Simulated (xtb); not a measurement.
B(H)(Me)(NH2) (CH6BN), SMILES CBN. All values are semi-empirical tight-binding results from xtb (GFN2-xTB unless named), good for trends rather than for accurate numbers. Geometry optimised at GFN2-xTB. The values are those of a single conformer.

The point group as xtb finds it comes out as Cs and the orbital gap is 6.15 eV. The dipole moment is 1.81 D and the zero-point energy comes out as 47.1 kcal/mol. The G − E(el) at 298.15 K (modified RRHO) comes out as 30.9 kcal/mol and the static polarisability (D4 model) is 37.3 bohr³. The solvation energy, GFN2-xTB/ALPB(water) is -3.3 kcal/mol and the solvation energy, GFN2-xTB/ALPB(octanol) comes out as -4.2 kcal/mol.

Computed IR lines (harmonic; lines under 4 % of the strongest left out, lines within 3 cm⁻¹ merged):
ν (cm⁻¹): 621 (vs), 826 (w), 887 (s), 1018 (w), 1098 (m), 1378 (s), 1398 (m), 1551 (s), 2606 (vs), 3011 (m), 3021 (m), 3027 (w) (against the strongest line: vs over 80 %, s over 45 %, m over 15 %, w over 4 %, vw less)
